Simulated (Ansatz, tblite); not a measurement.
Removing an electron: the cluster Au₃⁻ (the lowest singlet isomer of a short search). Charge -1, multiplicity 1. Geometry: PBE0-D4/def2-TZVPD. Ansatz, gas phase; energy differences of separate SCF runs; the oxidised species was run as a doublet alone.

Cartesian coordinates in Å:
```
Au 0.0000 0.0000 0.0000
Au -1.0414 1.3400 -1.9535
Au 1.0414 -1.3401 1.9535
```

In the def2 sets Au takes a core potential; there is no spin–orbit coupling. The xTB rows come from tblite. The structure comes from a short search, and lower isomers may exist.

```tsv
level	−HOMO (eV)	vertical IE (eV)	−LUMO (eV)	HOMO–LUMO gap (eV)
GFN1-xTB	4.27	7.72	2.29	1.99
GFN2-xTB	2.39	5.37	-2.32	4.71
PBE0-D4/def2-TZVPD	1.83	3.42	-1.65	3.47
```

Task: Estimate the rows for PBE-D4/def2-TZVPD, r2SCAN-D4/def2-TZVPD.

Result: 
| level | −HOMO (eV) | vertical IE (eV) | −LUMO (eV) | HOMO–LUMO gap (eV) |
| --- | --- | --- | --- | --- |
| PBE-D4/def2-TZVPD | 1.30 | 3.59 | -0.93 | 2.23 |
| r2SCAN-D4/def2-TZVPD | 1.44 | 3.57 | -1.07 | 2.51 |

 Raw xTB energy differences between charge states are shifted by several eV; the methods need an empirical correction for them.
